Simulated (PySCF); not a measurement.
Mg(OH2)6, SMILES [OH2]->[Mg+2](<-[OH2])(<-[OH2])(<-[OH2])(<-[OH2])<-[OH2] (H12MgO6 (cation, charge +2)), GFN2-xTB optimised geometry.

```
19

Mg     0.00     0.00     0.00
O      0.00     1.97     0.17
H      0.01     2.47     0.99
H     -0.01     2.60    -0.55
O      0.00     0.17    -1.97
H      0.77     0.21    -2.54
H     -0.77     0.22    -2.54
O     -1.97     0.00     0.00
H     -2.55    -0.77    -0.08
H     -2.55     0.77     0.08
O      1.97     0.00     0.00
H      2.55     0.77     0.06
H      2.55    -0.77    -0.06
O      0.00    -0.17     1.97
H     -0.77    -0.22     2.54
H      0.77    -0.21     2.54
O      0.00    -1.97    -0.17
H     -0.01    -2.60     0.55
H      0.01    -2.47    -0.99
```

Density from CAM-B3LYP/def2-SVP (PySCF) at that geometry.

Minimum of the electron density along straight lines between bonded atoms, close to the bond critical point (lines longer than 1.1 times the sum of covalent radii, or with two minima, are not listed):

| bond | length / Å | ρ at the minimum / e bohr⁻³ | ∇²ρ there / e bohr⁻⁵ | position (fraction from the first atom) |
|---|---|---|---|---|
| Mg1–O2 | 1.973 | 0.042 | 0.36 | 0.44 |
| O2–H3 | 0.962 | 0.345 | -2.70 | 0.83 |
| O2–H4 | 0.962 | 0.345 | -2.70 | 0.83 |
| Mg1–O5 | 1.973 | 0.042 | 0.36 | 0.44 |
| O5–H6 | 0.962 | 0.345 | -2.70 | 0.83 |
| O5–H7 | 0.962 | 0.345 | -2.70 | 0.83 |
| Mg1–O8 | 1.973 | 0.042 | 0.36 | 0.44 |
| O8–H9 | 0.962 | 0.345 | -2.70 | 0.83 |
| O8–H10 | 0.962 | 0.345 | -2.70 | 0.83 |
| Mg1–O11 | 1.973 | 0.042 | 0.36 | 0.44 |
| O11–H12 | 0.962 | 0.345 | -2.70 | 0.83 |
| O11–H13 | 0.962 | 0.345 | -2.70 | 0.83 |
| Mg1–O14 | 1.973 | 0.042 | 0.36 | 0.44 |
| O14–H15 | 0.962 | 0.345 | -2.70 | 0.83 |
| O14–H16 | 0.962 | 0.345 | -2.70 | 0.83 |
| Mg1–O17 | 1.973 | 0.042 | 0.36 | 0.44 |
| O17–H18 | 0.962 | 0.345 | -2.70 | 0.83 |
| O17–H19 | 0.962 | 0.345 | -2.70 | 0.83 |
